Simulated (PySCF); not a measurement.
PySCF job for dichloro(silyl)silane (Cl2H4Si2), SMILES [SiH](Cl)(Cl)[SiH3], PBE-D3(BJ)/def2-SVP. Geometry optimised at PBE-D3(BJ)/def2-SVP.

```python
import numpy as np
from pyscf import gto, scf, dft, df
from pyscf.hessian import thermo

mol = gto.M(
    atom='''
    Si   -2.11517372   -0.14331152    0.00000003
    Si    0.12060151    0.56288845   -0.00000000
    Cl    1.03926785   -0.20636081   -1.70439589
    Cl    1.03926791   -0.20636081    1.70439587
    H    -2.12230847   -1.64572888    0.00000003
    H    -2.81259122    0.37043645   -1.22950569
    H    -2.81259118    0.37043645    1.22950577
    H     0.33639400    2.04704647   -0.00000001
    ''',
    basis='def2-SVP',
    charge=0,
    spin=0,
    max_memory=1600,
    verbose=3,
)
mf = dft.RKS(mol, xc='pbe').density_fit(auxbasis='def2-universal-jkfit')
mf.disp = 'd3bj'
mf.grids.level = 3
mf.conv_tol = 1e-11
mf.max_cycle = 100
mf.kernel()

# [left out here: the lines that compute and print the analytic Hessian (its translational invariance restored by hand, since the grid's response is missing), thermochemistry and intensities]
```

It prints:

```
converged SCF energy = -1500.72715967575

WARN: DFTD3 does not support analytical Hessian, using finite difference


WARN: Mole.unit (angstrom) is changed to Bohr

Mode                                 0                   1                   2
Irrep
Freq [cm^-1]                       93.8461            117.3440            135.8792
Reduced mass [au]                   4.9113              1.0740              6.8025
Force const [Dyne/A]                0.0255              0.0087              0.0740
Char temp [K]                     135.0237            168.8319            195.4999
Normal mode                   x     y     z       x     y     z       x     y     z
       0  Si                -0.00  0.00 -0.10    0.00 -0.00  0.02   -0.10  0.02  0.00
       1  Si                -0.00 -0.00  0.06    0.00  0.00 -0.02   -0.05 -0.06 -0.00
       2  Cl                -0.08 -0.02  0.02    0.02 -0.01 -0.00    0.07  0.01  0.04
       3  Cl                 0.08  0.02  0.02   -0.02  0.01 -0.00    0.07  0.01 -0.04
       4   H                -0.00  0.00 -0.28    0.00 -0.00 -0.53   -0.26  0.02 -0.00
       5   H                 0.12  0.15 -0.10   -0.18  0.45  0.31   -0.04  0.10  0.00
       6   H                -0.12 -0.15 -0.10    0.18 -0.45  0.31   -0.04  0.10 -0.00
       7   H                -0.00  0.00  0.05    0.00  0.00 -0.03   -0.15 -0.04 -0.00
Mode                                 3                   4                   5
Irrep
Freq [cm^-1]                      182.3713            386.1333            486.6261
Reduced mass [au]                  10.7954              3.9889              1.2751
Force const [Dyne/A]                0.2115              0.3504              0.1779
Char temp [K]                     262.3916            555.5598            700.1467
Normal mode                   x     y     z       x     y     z       x     y     z
       0  Si                 0.01 -0.01  0.00   -0.11 -0.02 -0.00   -0.00  0.00 -0.06
       1  Si                -0.03  0.10 -0.00    0.05  0.07  0.00    0.00 -0.00 -0.03
       2  Cl                 0.00 -0.03  0.09    0.03 -0.02 -0.04   -0.02  0.01  0.03
       3  Cl                 0.00 -0.03 -0.09    0.03 -0.02  0.04    0.02 -0.01  0.03
       4   H                 0.18 -0.01  0.00    0.18 -0.02  0.00    0.00  0.00  0.23
       5   H                -0.04 -0.09 -0.00   -0.20 -0.17 -0.01   -0.55 -0.15  0.19
       6   H                -0.04 -0.09  0.00   -0.20 -0.17  0.01    0.55  0.15  0.19
       7   H                 0.02  0.09 -0.00    0.22  0.05 -0.00    0.00 -0.00  0.06
Mode                                 6                   7                   8
Irrep
Freq [cm^-1]                      498.7590            524.8867            569.8801
Reduced mass [au]                   1.4795              9.7132              6.6976
Force const [Dyne/A]                0.2168              1.5767              1.2816
Char temp [K]                     717.6032            755.1951            819.9306
Normal mode                   x     y     z       x     y     z       x     y     z
       0  Si                -0.01 -0.06 -0.00   -0.04 -0.02  0.00   -0.00 -0.00 -0.02
       1  Si                 0.04  0.07 -0.00    0.12 -0.06 -0.00    0.00  0.00  0.14
       2  Cl                -0.00 -0.01 -0.01   -0.03  0.03  0.05    0.03 -0.03 -0.05
       3  Cl                -0.00 -0.01  0.01   -0.03  0.03 -0.05   -0.03  0.03 -0.05
       4   H                -0.66 -0.05 -0.00   -0.09 -0.02  0.00   -0.00  0.00  0.09
       5   H                 0.16  0.28  0.04   -0.07 -0.04  0.00   -0.15 -0.03  0.06
       6   H                 0.16  0.28 -0.04   -0.07 -0.04 -0.00    0.15  0.03  0.06
       7   H                -0.12  0.10 -0.00    0.22 -0.07 -0.00    0.00  0.00  0.24
Mode                                 9                  10                  11
Irrep
Freq [cm^-1]                      732.9358            768.6322            832.8413
Reduced mass [au]                   1.1186              1.0972              1.1394
Force const [Dyne/A]                0.3540              0.3819              0.4656
Char temp [K]                    1054.5315           1105.8906           1198.2731
Normal mode                   x     y     z       x     y     z       x     y     z
       0  Si                 0.01  0.02 -0.00    0.00 -0.00 -0.01    0.06  0.02  0.00
       1  Si                 0.05  0.00  0.00   -0.00  0.00  0.05   -0.03  0.00 -0.00
       2  Cl                -0.00 -0.01 -0.00    0.00  0.01 -0.00    0.00  0.00 -0.00
       3  Cl                -0.00 -0.01  0.00   -0.00 -0.01 -0.00    0.00  0.00  0.00
       4   H                -0.03  0.01  0.00   -0.00  0.00  0.09   -0.55  0.01 -0.00
       5   H                -0.19 -0.17  0.02   -0.05  0.02  0.03   -0.41 -0.24  0.15
       6   H                -0.19 -0.17 -0.02    0.05 -0.02  0.03   -0.41 -0.24 -0.15
       7   H                -0.86  0.14  0.00   -0.00  0.00 -0.95    0.27 -0.05  0.00
Mode                                12                  13                  14
Irrep
Freq [cm^-1]                      894.8526            897.3048           2158.7118
Reduced mass [au]                   1.0347              1.0324              1.0200
Force const [Dyne/A]                0.4881              0.4897              2.8006
Char temp [K]                    1287.4937           1291.0218           3105.9057
Normal mode                   x     y     z       x     y     z       x     y     z
       0  Si                 0.00 -0.00  0.03   -0.01  0.03  0.00    0.02 -0.00 -0.00
       1  Si                 0.00 -0.00  0.01   -0.00  0.01  0.00    0.00  0.01  0.00
       2  Cl                 0.00  0.00 -0.00    0.00 -0.00 -0.00    0.00 -0.00 -0.00
       3  Cl                -0.00 -0.00 -0.00    0.00 -0.00  0.00    0.00 -0.00  0.00
       4   H                 0.00 -0.00 -0.73   -0.30  0.02 -0.00    0.01 -0.40 -0.00
       5   H                -0.12 -0.43 -0.09    0.33 -0.43 -0.38   -0.28  0.22 -0.52
       6   H                 0.12  0.43 -0.09    0.33 -0.43  0.38   -0.28  0.22  0.52
       7   H                -0.00 -0.00 -0.07    0.03  0.00 -0.00   -0.02 -0.18  0.00
Mode                                15                  16                  17
Irrep
Freq [cm^-1]                     2175.2377           2176.7854           2185.2642
Reduced mass [au]                   1.0419              1.0516              1.0509
Force const [Dyne/A]                2.9047              2.9359              2.9568
Char temp [K]                    3129.6827           3131.9095           3144.1086
Normal mode                   x     y     z       x     y     z       x     y     z
       0  Si                -0.00 -0.01  0.00   -0.00 -0.00 -0.04   -0.01  0.04  0.00
       1  Si                 0.01  0.03  0.00    0.00  0.00 -0.00    0.00  0.01  0.00
       2  Cl                 0.00 -0.00  0.00   -0.00  0.00  0.00    0.00 -0.00 -0.00
       3  Cl                 0.00 -0.00 -0.00    0.00 -0.00  0.00    0.00 -0.00  0.00
       4   H                 0.00  0.35  0.00    0.00  0.00 -0.01   -0.01 -0.82  0.00
       5   H                 0.01 -0.01  0.02    0.33 -0.24  0.56    0.14 -0.09  0.25
       6   H                 0.01 -0.01 -0.02   -0.33  0.24  0.56    0.14 -0.09 -0.25
       7   H                -0.14 -0.90 -0.00   -0.00 -0.00  0.00   -0.04 -0.30 -0.00
temperature 298.1500 [K]
pressure 101325.00 [Pa]
Rotational constants [GHz] 2.20997 2.08705 1.17125
Symmetry number 1
Zero-point energy (ZPE) 0.03604 [Eh]   94614.394 [J/mol]
                           tot       elec      trans        rot        vib
Entropy [J/mol/K]       357.036      0.000    169.557    119.150     68.329
Cv [J/mol/K]             96.481      0.000     12.472     12.472     71.538
Cp [J/mol/K]            104.796      0.000     20.786     12.472     71.538
Internal energy [J/mol]                      3718.434   3718.434 105745.662
Internal energy [Eh]   -1500.68405  -1500.72716
Enthalpy [J/mol]                             6197.391   3718.434 105745.662
Enthalpy [Eh]          -1500.68311
Gibbs free energy [J/mol]                  -44356.171 -31806.065  85373.325
Gibbs free energy [Eh] -1500.72365
mode   freq/cm-1   IR/(km/mol)
   1       93.85         0.653
   2      117.34         0.057
   3      135.88         4.974
   4      182.37         4.270
   5      386.13        13.519
   6      486.63        32.900
   7      498.76        10.331
   8      524.89        55.684
   9      569.88        68.801
  10      732.94       219.111
  11      768.63        77.362
  12      832.84        91.665
  13      894.85        41.994
  14      897.30        33.958
  15     2158.71        48.991
  16     2175.24        41.991
  17     2176.79        67.978
  18     2185.26        96.365
max |gradient| / (hartree/bohr): 5.463668327290906e-05
APT charges: [ 0.6181  1.2971 -0.5191 -0.5191 -0.1924 -0.2085 -0.2085 -0.2675]
```

The calculation finished and met its thresholds.
